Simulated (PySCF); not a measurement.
**Xenon: a sound run and one with changed settings**

Sound run: Xe²⁺ [Kr] 4d10 5s2 5p4, Xe³⁺ [Kr] 4d10 5s2 5p3. All numbers are calculated (PySCF 2.14, scalar relativity by spin-free X2C-1e, in x2c-SVPall). The sound run starts from symmetry-adapted Hartree-Fock orbitals and uses a fine grid where one is needed.

Changed run: initial guess 1e, at most 3 SCF cycles. This setting is unsound on purpose.

```
species  method  sound run (hartree)  changed run (hartree)  converged
   Xe²⁺     UHF          -7441.49504            -7441.49500         no
   Xe²⁺  M06-2X          -7445.05376            -7445.05375         no
   Xe²⁺     PBE          -7443.95508            -7443.95501         no
   Xe³⁺     UHF          -7440.41554            -7440.41550         no
   Xe³⁺  M06-2X          -7443.94276            -7443.94276         no
   Xe³⁺     PBE          -7442.83333            -7442.83332         no
```

The SCF was stopped early; the energies are upper bounds that still move, and correlated levels were skipped or rest on poor orbitals.
